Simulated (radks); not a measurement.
The numbers below are computed, except where a source is named.
Ionisation of the argon ion Ar2+, [Ne] 3s2 3p4, to [Ne] 3s2 3p3 as the strength of local exchange is varied. Level of theory: non-relativistic Kohn-Sham, Slater X-alpha exchange (alpha = 2/3 is LDA exchange), no correlation, spin-polarised, spherical densities, point nucleus; open shells are filled with parallel spins first (a radial shooting solver on a logarithmic mesh with Libxc functionals).

alpha  E(Ar2+) (hartree)  exchange (hartree)  IE (eV)  -e of the level emptied (eV)  <r> of it (bohr)
0.602         -520.40326           -24.34299   37.794                   31.376 (3p)             1.505
0.655         -522.54994           -26.57341   38.583                   32.179 (3p)             1.492
0.667         -523.03696           -27.08037   38.763                   32.363 (3p)             1.490
0.729         -525.55901           -29.71116   39.702                   33.319 (3p)             1.475
0.863         -531.04287           -35.46290   41.774                   35.438 (3p)             1.446
0.869         -531.28947           -35.72255   41.869                   35.535 (3p)             1.444
0.95          -534.62743           -39.24540   43.153                   36.851 (3p)             1.427
?             -524.29678           -28.39336   39.231                   32.839 (3p)             1.482

Which alpha was used in the last row?

Answer. alpha = 0.698. NIST Atomic Spectra Database: 40.74 eV (semi-empirical). The Delta-SCF value meets it near alpha = 0.80. Open shells are spherical and high-spin; term and fine-structure splittings are not resolved.
